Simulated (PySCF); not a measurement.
An unknown shows these calculated signals:

¹H NMR (400 MHz, computed): δ 6.20 (m, 1H), 3.97 (m, 1H), 3.77 (m, 1H), 2.73 (br s, 1H), 2.64 (s, 3H), 0.14 (s, 9H).

¹³C{¹H} NMR (computed): δ 142.8 (CH), 80.4 (CH2), 37.6 (CH3), 0.5 (CH3).

Method: GFN2-xTB geometry, σ from GIAO-PBE0/pcSseg-1, in PySCF (relativity neglected, isolated molecule, one conformer, averaged over atoms made equivalent by symmetry, fast rotation or ring inversion).

δ = σ(ref) − σ, references computed at the same level: TMS for ¹H and ¹³C.

Which of these does the molecule contain: an OH group, a vinyl group CH=CH2, a nitrile, a non-aromatic C=C double bond, an N-methyl group, a (CH3)2CH unit?

Answers


- An OH group: no.
- A vinyl group CH=CH2: yes (δC 80.4, 142.8; δH 3.77 (m), 3.97 (m), 6.20 (m)).
- A nitrile: no.
- A non-aromatic C=C double bond: yes.
- An N-methyl group: yes (δC 37.6; δH 2.64 (s)).
- A (CH3)2CH unit: no.

The data belong to `C=CN(NC)[Si](C)(C)C`, C$_{6}$H$_{16}$N$_{2}$Si; they needn't prove each group on their own.

Carbon signals by region: 1 in the sp2 and nitrile region (100–160 ppm), 1 at 50–100 ppm, 2 below 50 ppm.

Exchangeable OH/NH protons stand at their gas-phase positions; hydrogen bonding in a real sample shifts them, mostly to higher δ. Shifts are as computed. Against solution values, carbons near 30 ppm lie about +3 ppm off and those near 130 ppm about +5 ppm. Of 1211 compounds with measured shifts, 218 miss one by over three times the rms of a fit or turn the order of signals round; such compounds aren't used in these exercises. Multiplicities follow the n + 1 count of equivalent neighbours, as no J values were calculated; m marks all less simple cases, F and P coupling included.
